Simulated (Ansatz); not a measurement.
The cluster PSe3 (the lowest doublet isomer of a short search) was relaxed with r2SCAN-D4 (def2-SVP, def2-SVPD) in Ansatz in these states: charge +1 singlet, charge -1 singlet, neutral doublet, neutral quartet. The geometries follow in no particular order.

A:

```xyz
4

P    -0.214   -0.298   -0.054
Se   -1.375   -1.912   -0.353
Se    0.366    1.614   -0.888
Se    1.224    0.596    1.295
```

B:

```xyz
4

P    -0.356    0.416   -0.352
Se    0.077   -0.937   -1.957
Se   -1.128   -0.542    1.488
Se    1.407    1.063    0.820
```

C:

Cartesian coordinates in Å:
```
P 0.6504 -0.0685 -0.6791
Se 1.6180 1.5777 0.2823
Se -0.5115 -1.5137 0.8714
Se -1.7570 0.0044 -0.4745
```

D:

Cartesian coordinates in Å:
```
P 0.278 0.403 0.563
Se 0.349 -1.175 1.961
Se 0.816 0.115 -1.625
Se -1.444 0.657 -0.898
```

Task: Judge from the bond lengths which geometry belongs to which state (an estimate).

Result: A is the charge +1 singlet (Se3–Se4 2.557 Å, P1–Se3 2.165 Å, P1–Se4 2.165 Å); B is the neutral quartet (Se3–Se4 3.074 Å, P1–Se3 2.213 Å, P1–Se4 2.213 Å); C is the charge -1 singlet (Se3–Se4 2.381 Å, P1–Se3 2.417 Å, P1–Se4 2.417 Å); D is the neutral doublet (Se3–Se4 2.435 Å, P1–Se3 2.272 Å, P1–Se4 2.272 Å).
